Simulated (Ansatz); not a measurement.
CH6ClNOSi, SMILES C[Si](N)(O)Cl.

The structure is a stationary point at PBE0-D3(BJ)/def2-SVP. The structure was generated by enumeration, and PubChem lists no compound with its InChIKey, so it may never have been made. One conformer was computed; it need not be the lowest.

Two levels are set side by side: PBE/def2-SVPD (Ansatz, a first-principles code) and PBE0/def2-SVPD (Ansatz). Energy differences of separate SCF runs at the same geometry; the states with an electron removed or added have multiplicity 2 and 2. Differences are taken from unrounded values.

| quantity | PBE0 | PBE | PBE minus PBE0 |
|---|---|---|---|
| vertical ionisation energy (eV) | 10.14 | 9.75 | -0.40 |
| vertical singlet–triplet gap (eV) | 6.49 | 6.15 | -0.34 |
